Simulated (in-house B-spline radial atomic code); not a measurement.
# RPA and G0W0 on LDA exchange-only: Ru3+

Configuration [Kr] 4d5, highest spin, mean-field start LDA exchange-only. Computed with a B-spline radial code for spherical atoms: all electrons, non-relativistic, point nucleus, each spin shell either full or empty, empty states to l = 9 with an (l + 1/2)⁻⁴ tail; G0W0 by contour deformation at full frequency.

Without relativity these are model numbers: it shifts the levels of so heavy an element strongly and can reorder them.

Command:
```bash
python run_gw.py task.json out
```
Settings (radii: box in bohr, nucleus in fm):
```
Z                        44
electrons                41
configuration            [Kr] 4d5
hamiltonian              nr
method                   lda,
lmax                     9
spin_polarised           True
box_radius               14.14
intervals                52
```

Cost of the run: 2.7 s on 1 thread of Arm Neoverse V2 (shared host).

Energies (hartree):

```json
{"term": "mean-field total", "value": "-4433.11999"}
{"term": "Hartree-Fock functional on these orbitals", "value": "-4439.73650"}
{"term": "direct second order", "value": "-3.462"}
{"term": "second-order exchange", "value": "0.9972"}
{"term": "SOSEX correction", "value": "0.92863"}
```

Problem. What is the RPA correlation energy, and what remains with SOSEX?

Solution. RPA gives -3.0583 hartree (-2.03 eV per electron); RPA + SOSEX gives -2.1296, and the second-order doubles -2.4648 hartree (no singles). RPA lacks exchange-type terms and so overcorrelates at short range.

Quasi-particle levels (eV):

```csv
level,occupied,mean field,Σx - vxc,Σc,QP weight,G0W0
4d up,yes,-38.20,-8.86,?,?,?
4d down,no,-33.53,7.78,-3.97,0.935,-29.713
```

G0W0 = mean field + (Σx - vxc) + Σc, with Σc (partial-wave tail included) taken at the quasi-particle energy. Only the outer levels were computed. Levels of low weight are left out.

Problem. Where does G0W0 put 4d up?

Solution. At -46.79 eV, with Σc = 0.27 eV and a quasi-particle weight of 0.899. The tabulated removal energy is 45 ± 1.7 eV (NIST, tabulated theory); the calculation leaves out relativity, Breit and QED terms, and what these don't explain is the method's own error.
